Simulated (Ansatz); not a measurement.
Li₅N₂, relaxed as a doublet with UKS B3LYP-D4/def2-TZVP in Ansatz, starting from the GFN2-xTB geometry. Force threshold 0.02 eV/Å.

The relaxation made no stability test and no search for a lower SCF solution. Another isomer (doublet) lies 0.60 eV lower at PBE0-D4/def2-TZVP; other spin states weren't run for this one.

Start:

```xyz
7

Li    1.5437    1.3655    0.3567
Li    1.6017   -0.8215    1.6285
Li    1.6722   -0.4864   -1.0133
Li   -2.7080   -0.3288   -1.8430
Li   -0.4390    0.2120    1.9302
N    -1.3705    0.1267   -0.8413
N    -0.3000   -0.0675   -0.2179
```

| step | energy (eV) | largest force component (eV/Å) | SCF passes |
| --- | --- | --- | --- |
| 1 | -4003.1236 | 1.602 | 74 |
| 2 | -4003.6470 | 0.870 | 51 |
| 3 | -4004.0164 | 0.649 | 52 |
| 4 | -4004.4185 | 1.238 | 105 |
| 5 | -4004.6423 | 0.940 | 44 |
| 6 | -4004.8832 | 0.555 | 51 |
| 7 | -4005.0587 | 0.930 | 43 |
| 8 | -4005.2452 | 0.970 | 43 |
| 9 | -4005.3263 | 0.498 | 35 |
| 10 | -4005.3721 | 0.348 | 34 |
| 11 | -4005.3910 | 0.123 | 35 |
| 12 | -4005.3959 | 0.140 | 35 |
| 13 | -4005.3969 | 0.030 | 32 |
| 14 | -4005.3971 | 0.009 | 24 |

Force components are those of the run's own axes.

End:

```
atom   x (Å)   y (Å)   z (Å)
 Li1   1.471   1.371   0.573
 Li2   1.934  -1.180   1.855
 Li3   0.724  -0.626  -1.236
 Li4  -2.212  -0.828  -1.312
 Li5  -1.013   0.231   1.158
  N6  -0.943   0.186  -0.758
  N7   0.039   0.846  -0.280
```

Bonds lost: Li2–Li3, Li2–Li5 (atoms count from 1). Bonds formed: Li3–N6, Li5–N6 (atoms count from 1). Metal–metal contacts that move far: Li3–Li4 4.46 to 2.94 Å, Li4–Li5 4.44 to 2.94 Å.

No frequencies were taken in this run, so the end may be a saddle point.

Hardware: 4 threads of Arm Neoverse V2 on a shared host. Wall time 27 s.
